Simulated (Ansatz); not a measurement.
One change: `C[CH2][AlH][AlH2]` becomes `C[CH2][AlH][TeH]`.

Ansatz, PBE0-D4/def2-TZVP geometries, multiplicity 1. Each molecule was computed in one conformer, which needn't be the lowest.

Elements past krypton have def2 core potentials.

| property | `C[CH2][AlH][AlH2]` |
| --- | --- |
| HOMO–LUMO gap (PBE0/def2-TZVPP) / eV | 4.64 |
| size of the dipole moment (PBE/def2-TZVPP) / D | 1.07 |
| HOMO energy (PBE/def2-TZVPP) / eV | -5.61 |
| HOMO–LUMO gap (ωB97M-V/def2-TZVPP) / eV | 8.18 |
| LUMO energy (PBE0/def2-TZVPP) / eV | -1.98 |
| LUMO energy (B3LYP/def2-TZVPP) / eV | -2.14 |

(1) Give the same properties after the change, and the shifts. (Best estimate.)

## Answers

(1) The calculation gave: 
```json
{"property": "HOMO–LUMO gap (PBE0/def2-TZVPP) / eV", "`C[CH2][AlH][TeH]`": "5.50", "shift": "0.86"}
{"property": "size of the dipole moment (PBE/def2-TZVPP) / D", "`C[CH2][AlH][TeH]`": "1.33", "shift": "0.26"}
{"property": "HOMO energy (PBE/def2-TZVPP) / eV", "`C[CH2][AlH][TeH]`": "-5.71", "shift": "-0.10"}
{"property": "HOMO–LUMO gap (ωB97M-V/def2-TZVPP) / eV", "`C[CH2][AlH][TeH]`": "9.12", "shift": "0.94"}
{"property": "LUMO energy (PBE0/def2-TZVPP) / eV", "`C[CH2][AlH][TeH]`": "-1.19", "shift": "0.79"}
{"property": "LUMO energy (B3LYP/def2-TZVPP) / eV", "`C[CH2][AlH][TeH]`": "-1.36", "shift": "0.78"}
```

With PBE0 the HOMO falls by 0.06 eV and the LUMO rises by 0.79 eV, so the gap widens by about 0.85 eV. PBE moves the HOMO by -0.10 eV and ωB97M-V by -0.17 eV. Dipoles are sizes alone; their direction can turn.

B3LYP here is the variant with VWN-RPA as its local correlation; programs differ in this.

Spin–orbit coupling is left out; it splits and shifts lone-pair levels of the heavy atoms by tenths of an eV.
